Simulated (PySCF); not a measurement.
C5H3P3.
Atom-mapped SMILES: `[CH:1]#[C:2][c:3]1[p:4][cH:5][p:6][cH:7][p:8]1` (hydrogens: H9 on C1; H10 on C5; H11 on C7)

Cartesian coordinates in Å at the GFN2-xTB level; atoms count from 1:
```xyz
11
C5H3P3 angstrom
C      3.161   -0.258    1.022
C      2.021   -0.158    0.649
C      0.681   -0.050    0.216
P     -0.026   -1.589   -0.241
C     -1.643   -1.228   -0.730
P     -2.604    0.208   -0.845
C     -1.566    1.486   -0.312
P      0.065    1.593    0.247
H      4.155   -0.342    1.343
H     -2.185   -2.119   -1.040
H     -2.054    2.459   -0.334
```

The calculation used TDDFT CAM-B3LYP/def2-SVPD, vertical, gas phase, core orbitals frozen in the response in PySCF.

Ground-to-excited transition dipoles (e·a0, same axes as the geometry; the sign carries no meaning), for the states with f of 0.002 or more among the lowest 8:

```
state  E (hartree)      μx      μy      μz
   S1       0.1313  -0.008  -0.212  -0.033
   S3       0.1392  -0.178  -0.067   0.469
   S4       0.1418   1.367  -0.110   0.451
   S5       0.1463   0.051   0.019  -0.137
   S7       0.1708   0.012   0.468   0.073
   S8       0.1709   0.032   1.216   0.185
```

(1) Work out the oscillator strengths.

(2) What is the point group, and which symmetry does each of these states have?

(3) All atoms lie in one plane. Which transitions are polarised in it and which across it?

(4) Which bond between heavy atoms lies closest to the direction of the S4 transition dipole?

(5) What angle do the transition dipoles of S3 and S7 make?

(6) How is the summed strength of these states shared among x, y and z?

(7) What peak molar absorption coefficient would the strongest computed level give as a lone Gaussian band 0.4 eV wide at half height?

Results:

(1) f = (2/3) ΔE |μ|² with ΔE in hartree (27.2114 eV).

```tsv
state	|μ|² (au)	|μ| (D)	f
S1	0.046	0.55	0.004
S3	0.256	1.29	0.024
S4	2.083	3.67	0.197
S5	0.022	0.38	0.002
S7	0.225	1.21	0.026
S8	1.515	3.13	0.173
```

(2) C2v. Polarised along the twofold axis, so A1: S4. Polarised across the twofold axis, so B1 or B2: S1, S3, S5, S7 and S8. Which of B1 and B2 hangs on the choice of axes; S1, S7 and S8 take one label and S3 and S5 the other.

(3) In the plane: S1, S4, S7 and S8. Perpendicular: S3 and S5. 

(4) C2–C3 and C1–C2, at 0° from it; next P4–C5 and C7–P8 at 8°.

(5) |cos θ| = |μa·μb| / (|μa| |μb|) = 0.00, so θ ≈ 90° (taken between 0 and 90°, since the signs are arbitrary).

(6) (2/3) Σ ΔE μα² gives 0.180 for x, 0.199 for y and 0.046 for z, 0.425 in all.

(7) ε(max) = 2.175×10⁸ f / FWHM, with the width in cm⁻¹. S4: 2.175×10⁸ × 0.1970 / 3226 ≈ 13000 L mol⁻¹ cm⁻¹.
